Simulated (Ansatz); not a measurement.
The cluster Be₂Cl₅⁻, relaxed as a singlet with RKS PBE-D4/def2-SVPD in Ansatz, starting from the GFN1-xTB geometry. Force threshold 0.02 eV/Å.

The structure comes from a short search, and lower isomers may exist.

Start:

```csv
atom,x (Å),y (Å),z (Å)
Be1,-1.558,-0.317,-1.068
Be2,1.588,0.283,1.029
Cl3,-2.936,0.799,-0.323
Cl4,0.238,-0.268,-0.284
Cl5,-1.809,-1.504,-2.566
Cl6,2.496,1.957,0.754
Cl7,1.981,-0.949,2.458
```

```
step  energy (eV)  largest force component (eV/Å)  SCF passes
   1  -63381.9855                           0.966          14
   2  -63382.0820                           0.561          17
   3  -63382.1745                           0.092          23
   4  -63382.2293                           0.089          16
   5  -63382.2744                           0.087          17
   6  -63382.2940                           0.249          24
   7  -63382.3375                           0.123          17
   8  -63382.3577                           0.077          17
   9  -63382.3842                           0.066          17
  10  -63382.4120                           0.101          17
  11  -63382.4501                           0.194          18
  12  -63382.5080                           0.140          24
  13  -63382.5082                           0.141          12
  14  -63382.5242                           0.019          17
```

Force components are those of the run's own axes.

End:

```xyz
7

Be   -0.981   -0.484   -1.051
Be    0.829    0.409    0.887
Cl   -1.391    0.694    0.482
Cl    0.948   -0.907   -0.958
Cl   -2.209   -1.098   -2.375
Cl    1.761    2.088    0.537
Cl    1.044   -0.702    2.478
```

Bonds formed: Be2–Cl3 (atoms count from 1).

No frequencies were taken in this run, so the end may be a saddle point.

Hardware: 4 threads of Arm Neoverse V2 on a shared host. Wall time 20 s.
